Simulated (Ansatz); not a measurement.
Au3, relaxed as a doublet with UKS PBE0-D4/def2-TZVP in Ansatz, starting from the GFN2-xTB geometry. Force threshold 0.02 eV/Å.

In the def2 sets Au takes a core potential; there is no spin–orbit coupling. The relaxation made no stability test and no search for a lower SCF solution. No other spin state of charge 0 was run. The structure comes from a short search, and lower isomers may exist.

Start:

```tsv
atom	x (Å)	y (Å)	z (Å)
Au1	1.095	-1.648	0.307
Au2	-1.319	1.679	1.239
Au3	0.225	-0.031	-1.546
```

```json
{"step": "1", "energy (eV)": "-11080.1976", "largest force component (eV/Å)": "0.814", "SCF passes": "19"}
{"step": "2", "energy (eV)": "-11080.2528", "largest force component (eV/Å)": "0.451", "SCF passes": "27"}
{"step": "3", "energy (eV)": "-11080.2904", "largest force component (eV/Å)": "0.584", "SCF passes": "30"}
{"step": "4", "energy (eV)": "-11080.5531", "largest force component (eV/Å)": "1.082", "SCF passes": "34"}
{"step": "5", "energy (eV)": "-11080.9139", "largest force component (eV/Å)": "0.650", "SCF passes": "33"}
{"step": "6 (rejected)", "energy (eV)": "-11080.5882", "largest force component (eV/Å)": "3.404", "SCF passes": "35"}
{"step": "7", "energy (eV)": "-11080.9580", "largest force component (eV/Å)": "0.396", "SCF passes": "29"}
{"step": "8", "energy (eV)": "-11080.9857", "largest force component (eV/Å)": "0.153", "SCF passes": "30"}
{"step": "9", "energy (eV)": "-11081.0008", "largest force component (eV/Å)": "0.113", "SCF passes": "28"}
{"step": "10", "energy (eV)": "-11081.0100", "largest force component (eV/Å)": "0.161", "SCF passes": "34"}
{"step": "11", "energy (eV)": "-11081.0139", "largest force component (eV/Å)": "0.032", "SCF passes": "29"}
{"step": "12", "energy (eV)": "-11081.0142", "largest force component (eV/Å)": "0.002", "SCF passes": "28"}
```

Force components are those of the run's own axes.

End:

| atom | x (Å) | y (Å) | z (Å) |
| --- | --- | --- | --- |
| Au1 | 1.341 | -1.950 | 0.011 |
| Au2 | -1.345 | 1.821 | 0.689 |
| Au3 | 0.003 | 0.128 | -0.700 |

Bonds formed: Au2–Au3 (atoms count from 1). The end is the same structure that another start reached, the lowest one found.

No frequencies were taken in this run, so the end may be a saddle point.

It took 31 s on 4 threads of Arm Neoverse V2 on a shared host.
